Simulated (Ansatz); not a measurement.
A made-up structure of SnSiH5 (charge -1), singlet:

```
7
angstrom
Si 0.4402 -1.3322 -0.2957
Sn 0.1299 0.5450 -0.1324
H 0.3490 -1.2588 1.3418
H -1.1838 -1.3493 -0.5350
H -0.1862 0.9940 -1.7663
H -1.1920 1.2998 0.9083
H 1.6429 1.1014 0.4793
```

It is relaxed with PBE-D4/def2-SVPD and then PBE0-D4/def2-TZVPD (Ansatz 0.2.0). Atoms count as bonded within 1.22 times the sum of their covalent radii (H–H: 0.88 Å). The end point is not checked to be a true minimum.

Task: Does its bonding change? (A judgement: the text doesn't fix the answer.)

Result: The calculation gives: No: no bond forms or breaks.

Where it ends: The first stage lowers the energy by 5.26 eV in 8 steps. It ends as SnSiH₅ ([SiH2][SnH3]), total charge -1:
```xyz
7
angstrom
Si 0.3220 -1.8113 -0.1758
Sn 0.1619 0.7828 -0.1697
H 0.2221 -1.8455 1.3579
H -1.1970 -1.9291 -0.3814
H -0.0841 1.5206 -1.7371
H -1.0353 1.6622 0.7637
H 1.6104 1.6202 0.3424
```

Labels in which every atom is bracketed show which atoms are joined, not bond orders.

For scale, one of the runs: PBE0-D4/def2-TZVPD relaxation, 144 basis functions, launched by `ansatz run in.yaml --threads 2 --pin off --events-out ev --progress --plain --max-ram 4352MiB`. The run took about 19 s on 2 CPU threads of an Arm Neoverse V1 (shared host).
